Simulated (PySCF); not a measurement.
PySCF was given this input:
```python
from pyscf import gto, scf, dft, tdscf

mol = gto.Mole()
mol.atom = '''
    S    -0.006382    0.257897   -0.455835
    O    -0.012849    1.457810    0.378576
    C     1.370763   -0.798195    0.187247
    C    -1.350002   -0.827729    0.208628
    H     1.279876   -0.896771    1.263088
    H    -2.298108   -0.352210   -0.019971
    H     1.324893   -1.764772   -0.300458
    H     2.304614   -0.302248   -0.056141
    H    -1.290832   -1.793166   -0.279902
    H    -1.240103   -0.924125    1.282891
'''
mol.basis = '6-31g'
mol.charge = 0
mol.spin = 0
mol.verbose = 4
mol.build()

mf = dft.RKS(mol)
mf.xc = 'bhandhlyp'
mf.kernel()
td = mf.TDDFT()
td.nstates = 5
td.kernel()
td.analyze()
```

Task: Predict the excitation energies found from BHANDHLYP/6-31G, TDDFT (PySCF).

Result: 6.41, 6.74, 7.50, 7.62, 8.20 eV

Task: Estimate the total energy that BHANDHLYP/6-31G, TDDFT returns for this input.

Result: -15045.3183 eV

Task: Give the nuclear repulsion energy at the level BHANDHLYP/6-31G, TDDFT.

Result: 183.5175 Eh

Task: Give the number of basis functions at the level BHANDHLYP/6-31G, TDDFT.

Result: 52

Task: Predict the dipole moment from BHANDHLYP/6-31G, TDDFT.

Result: 4.66 D
